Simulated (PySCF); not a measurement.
Work out the structure from these simulated measurements.

Formula: C3H3ClN4Si.

* 13C NMR: chemical shifts (computed TMS as zero) by class: 156.8 (1 C), 120.5 (1 C), 114.5 (1 C) ppm [GIAO PBE0/pcSseg-1]
* Rotational structure: rotational constants A, B, C: 1.993, 0.900, 0.625 GHz [GFN2-xTB]
* UV, first state: lowest singlet excitation: 5.17 eV (240 nm, f = 0.003) [TDDFT CAM-B3LYP/def2-SVPD]
* Dipole: 3.08 D [CAM-B3LYP/def2-SVPD]
* Polarisability: 97.0 au [CAM-B3LYP/def2-SVPD]
* UV, strongest line: among the 8 lowest singlet transitions: S8 at 7.20 eV (172 nm, f = 0.312) [TDDFT CAM-B3LYP/def2-SVPD]

The electronic properties come from PySCF, for the isolated species, density fitting. Levels stand in brackets. Geometry: GFN2-xTB; no solvent, vibrations or thermal averaging. Each NMR value is the plain mean over a class of atoms that symmetry, rotation or inversion makes alike.

Q: Give a SMILES that accounts for the data.

A: Numbering: `[N:1]#[C:2][c:3]1[c:4]([Cl:5])[n:6][n:7][n:8]1[SiH3:9]`. Its formula, C3H3ClN4Si, gives 5 degrees of unsaturation: 1 ring and 4 π bonds in the structure found (Kekulé form). 3 carbons fall into 3 classes; from least to most shielded: aromatic C–Cl carbon [C4] (156.8 ppm), substituted aromatic carbon [C3] (120.5 ppm), nitrile carbon [C2] (114.5 ppm). S1 is mainly HOMO−1→LUMO (weight 0.93); the largest Löwdin shares of the orbital it empties are 0.40 on a pyridine-type nitrogen, 0.30 on a pyridine-type nitrogen, 0.09 on the aromatic C–Cl carbon and 0.08 on the pyrrole-type nitrogen, of the orbital it fills 0.17 on a pyridine-type nitrogen, 0.15 on the substituted aromatic carbon, 0.15 on the nitrile nitrogen and 0.15 on the pyrrole-type nitrogen. The optimised geometry has point group Cs and is an asymmetric top. Structure: `N#CC1=C(Cl)N=NN1[SiH3]`. The assignments are read from this structure; whether some other isomer fits the data as well wasn't checked.
